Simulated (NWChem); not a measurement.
# GaClF$_{2}$; SMILES [F][Ga]([F])[Cl]

```xyz
4

Ga     0.0000     0.0000     0.3231
F      0.0000    -1.4780     1.2254
F      0.0000     1.4780     1.2254
Cl     0.0000     0.0000    -1.7830
```
Atoms are numbered in this order, from 1.

Results from NWChem. The geometry was optimised at PBE0/def2-SVP. GIAO values for the isolated, static molecule; σ is the absolute isotropic shielding, δ = σ(reference) − σ with the isolated reference molecule computed at the same levels (19F: trichlorofluoromethane).

Problem. What does the run give for KT2/pcSseg-1? Quantities: σ Ga1 (ppm); δ F2 (ppm); σ Cl4 (ppm).

Solution. The σ Ga1 (ppm) comes out as 1552.7, the δ F2 (ppm) is -151.5 and the σ Cl4 (ppm) is 924.9.
